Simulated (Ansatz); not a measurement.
`F[SiH]([SiH3])C[SiH3]` and `F[SiH]([SiH3])[CH2][AlH2]` differ in one atom or group.

Ansatz, PBE0-D4/def2-TZVP geometries, multiplicity 1. Each molecule was computed in one conformer, which needn't be the lowest.

| property | `F[SiH]([SiH3])C[SiH3]` |
| --- | --- |
| HOMO–LUMO gap (PBE/def2-TZVPP) / eV | 5.65 |
| HOMO–LUMO gap (B3LYP/def2-TZVPP) / eV | 7.35 |
| LUMO energy (PBE0/def2-TZVPP) / eV | -0.46 |
| size of the dipole moment (ωB97M-V/def2-TZVPP) / D | 1.12 |
| HOMO energy (B3LYP/def2-TZVPP) / eV | -7.95 |
| size of the dipole moment (B3LYP/def2-TZVPP) / D | 1.14 |

Give the same properties after the change, and the shifts. (Estimate.)

Computed: 
| property | `F[SiH]([SiH3])[CH2][AlH2]` | shift |
| --- | --- | --- |
| HOMO–LUMO gap (PBE/def2-TZVPP) / eV | 5.11 | -0.54 |
| HOMO–LUMO gap (B3LYP/def2-TZVPP) / eV | 6.76 | -0.59 |
| LUMO energy (PBE0/def2-TZVPP) / eV | -0.94 | -0.48 |
| size of the dipole moment (ωB97M-V/def2-TZVPP) / D | 0.37 | -0.75 |
| HOMO energy (B3LYP/def2-TZVPP) / eV | -7.86 | 0.09 |
| size of the dipole moment (B3LYP/def2-TZVPP) / D | 0.35 | -0.79 |

With PBE0 the HOMO rises by 0.08 eV and the LUMO falls by 0.48 eV, so the gap narrows by about 0.56 eV. PBE moves the HOMO by 0.10 eV and ωB97M-V by -0.01 eV. Dipoles are sizes alone; their direction can turn.

B3LYP here is the variant with VWN-RPA as its local correlation; programs differ in this.
